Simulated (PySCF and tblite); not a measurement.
Values are calculated unless marked as measured or tabulated.
## Conformer ensemble of C5H11FOSSi, numbered as in [O:1]=[S@:2]1[CH2:3][CH2:4][CH2:5][C@H:6]([F:7])[C@@H:8]1[SiH3:9]

Free energies: B3LYP-D3(BJ)/def2-SVP on GFN2-xTB structures plus GFN2-xTB thermal terms, symmetry and mirror images included. Conformers within 2.5 kcal/mol (GFN2-xTB free energy) were kept, 5 at most. GIAO shieldings: KT3/6-31G*. Shifts are against CFCl3 (¹⁹F) at the same level. Programs: PySCF with density fitting and tblite.

The 6-ring runs over atoms 2–3–4–5–6–8.

```
conformer                         shape  symmetry  E(GFN2) kcal/mol  E(DFT) kcal/mol  G(298.15 K) kcal/mol  weight %  dipole D
        1  6-ring chair (O1, Si9 axial)        C1              0.00             0.00                  0.00      99.7      2.96
        2       6-ring chair (F7 axial)        C1              1.05             3.76                  3.35       0.4      3.90
```

Weights (%) against temperature:

```
 T (K)     1    2  S(mix) cal/mol/K
   250  99.9  0.1              0.02
298.15  99.7  0.4              0.05
   350  99.2  0.9              0.10
```

Averaged shifts at 298.15 K. ¹⁹F: -215.2 (F7) ppm.

Coordinates of conformer 1 (Å):

```xyz
20

O    -1.012   -1.790    1.693
S     0.140   -1.709    0.790
C    -0.585   -1.411   -0.884
C    -1.622   -0.310   -0.796
C    -0.989    1.034   -0.453
C    -0.314    0.990    0.911
F     0.189    2.256    1.192
C     0.822   -0.009    1.008
Si    2.359    0.310   -0.076
H     0.237   -1.175   -1.555
H    -1.042   -2.355   -1.181
H    -2.337   -0.586   -0.016
H    -2.165   -0.230   -1.741
H    -1.757    1.810   -0.427
H    -0.255    1.317   -1.210
H    -1.058    0.784    1.693
H     1.163   -0.017    2.049
H     3.068    1.454    0.483
H     3.147   -0.922   -0.011
H     2.005    0.570   -1.474
```

Coordinates of conformer 2 (Å):

```xyz
20

O     0.637    2.518    1.005
S     0.112    1.157    1.130
C    -1.557    1.167    0.330
C    -2.034   -0.267    0.222
C    -1.200   -1.067   -0.777
C     0.276   -1.129   -0.386
F     0.389   -1.814    0.817
C     0.933    0.224   -0.233
Si    2.780    0.145    0.254
H    -2.203    1.757    0.979
H    -1.474    1.664   -0.636
H    -3.082   -0.294   -0.086
H    -1.960   -0.739    1.204
H    -1.270   -0.621   -1.772
H    -1.585   -2.087   -0.835
H     0.826   -1.739   -1.118
H     0.788    0.809   -1.141
H     3.321    1.496    0.241
H     2.866   -0.486    1.568
H     3.429   -0.683   -0.771
```

Unscaled ¹⁹F shifts at such levels can be off by tens of ppm; differences between conformers or isomers are more reliable.

Search and properties took 2.3 min on 1 thread of Arm Neoverse V1, shared host (rough), launched as `OMP_NUM_THREADS=1 python ens_run.py task.json out`.


Conformer gaps in def2-SVP on xTB geometries can be 2 kcal/mol too large for S=O, P=O and other polar bonds.